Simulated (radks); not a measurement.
K3+, 16 electrons, occupied as [Ne] 3s2 3p4. All-electron calculation, non-relativistic Kohn-Sham, AM05, spin-polarised, spherical densities, point nucleus; open shells are filled with parallel spins first. Program: a radial shooting solver on a logarithmic mesh with Libxc functionals. Some entries of the table are withheld. Estimate them.

| orbital | occ. | eigenvalue (eV) | <r> (bohr) | <1/r> (bohr^-1) |
|---|---|---|---|---|
| 1s up | 1 | -3539.234 | 0.08170 | 18.51 |
| 1s down | 1 | -3538.638 | 0.08169 | 18.51 |
| 2s up | 1 | -392.0204 | 0.3904 | 3.763 |
| 2s down | 1 | -391.4603 | 0.3901 | 3.764 |
| 2p up | 3 | -322.3856 | 0.3511 | 3.691 |
| 2p down | 3 | -321.6165 | 0.3509 | 3.692 |
| 3s up | 1 | -73.0261 | 1.204 | (1) |
| 3s down | 1 | -70.1593 | 1.213 | (2) |
| 3p up | 3 | (3) | 1.288 | 1.056 |
| 3p down | 1 | (4) | 1.304 | 1.044 |

Answer. 
(1) 3s up <1/r> (bohr^-1): 1.157
(2) 3s down <1/r> (bohr^-1): 1.149
(3) 3p up eigenvalue (eV): -55.8434
(4) 3p down eigenvalue (eV): -53.1150
